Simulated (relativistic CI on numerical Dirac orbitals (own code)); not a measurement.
One change at a time: Pd3+

Base calculation: Dirac-Coulomb-Breit CI, orbitals from a KLI potential per configuration, model QED (radiative potential, 1s self-energy scaled to tabulated hydrogen-like ionisation energies), valence Slater integrals scaled by 0.85, P86 correlation energy added to each configuration.

CI space (outside the closed core [Ar] 3d10 4s2): 4p⁶4d⁷, 4p⁶4d⁶5s, 4p⁶4d⁶5p, 4p⁶4d⁶4f, 4p⁶4d⁵5s², 4p⁶4d⁶5d, 4p⁶4d⁶6s, 4p⁵4d⁸, 4p⁶4d⁶6p, 4p⁶4d⁵5s5p, 4p⁶4d⁶6d, 4p⁶4d⁶5g, 4p⁴4d⁹. Levels of other configurations are missing.

Variants: (1) self-excluded LDA correlation estimate; (2) no correlation estimate; (3) QED terms removed; (4) configuration mixing switched off. Shifts of the energy above 4p⁶4d⁷ ⁴F9/2, in cm⁻¹, for the lowest level and the first level of each name with at least 55 % of one term (blank where a level changes its place among those of its configuration and J or its character, or is not in the variant):

| Level | Base | Δ(1) | Δ(2) | Δ(3) | Δ(4) |
| --- | --- | --- | --- | --- | --- |
| 4p⁶4d⁷ ⁴F9/2 | 0.0 | 0.0 | 0.0 | 0.0 | 0.0 |
| 4p⁶4d⁷ ⁴F7/2 | 2713.0 | +0.2 | -0.9 | -9.8 | +15.4 |
| 4p⁶4d⁷ ⁴F5/2 | 4331.3 | +0.3 | -1.6 | -14.0 | +73.7 |
| 4p⁶4d⁷ ⁴F3/2 | 5331.0 | +0.4 | -2.1 | -16.2 | +118.1 |
| 4p⁶4d⁷ ⁴P3/2 | 12698.0 | +1.7 | -14.1 | -1.2 | +1458.4 |
| 4p⁶4d⁷ ⁴P5/2 | 12981.1 | +2.7 | -18.9 | -6.0 | +1461.9 |
| 4p⁶4d⁷ ⁴P1/2 | 14704.0 | +2.5 | -17.4 | -10.9 | +1456.1 |
| 4p⁶4d⁷ ²G9/2 | 15000.2 | -1.7 | +2.2 | -5.3 | -81.0 |
| 4p⁶4d⁷ ²G7/2 | 17558.8 | -1.7 | +0.6 | -14.1 | +52.4 |
| 4p⁶4d⁷ ²D5/2 | 20013.1 | -0.6 | -9.2 | -11.0 | +1896.2 |
| 4p⁶4d⁷ ²H11/2 | 20639.5 | -1.3 | +4.4 | -7.9 | -766.2 |
| 4p⁶4d⁷ ²P1/2 | 21064.9 | -0.6 | -4.3 | -18.6 | +1478.5 |
| 4p⁶4d⁷ ²H9/2 | 23299.1 | -1.2 | +3.3 | -18.6 | -649.1 |
| 4p⁶4d⁷ ²D3/2 | 24864.5 | -0.5 | -10.0 | -27.9 | +1685.5 |

For a near-neutral ion this model can misplace configurations by up to about 10,000 cm⁻¹ (more where the count of f electrons changes) and terms by 10 to 25 % of their spread. Rates follow the energies as ν³ (E1, M1) or ν⁵ (E2), so they and the lifetimes can be off by large factors. The fine structure of a lone outer electron comes out too small, for d and f at times inverted, and misplaced configurations move strength between like terms.

Ionisation energy from the two ground configurations alone: base 47.81 eV; self-excluded LDA correlation estimate 48.14 eV; no correlation estimate 46.45 eV. The NIST ASD value (theoretical) is 46 eV. The gap of more than 2 % comes from missing correlation, or from a tabulated value that is itself an estimate.

LS names give the leading component of a level, which can be under half, so a name can repeat, a term be missing and a line seem to break the LS rules.
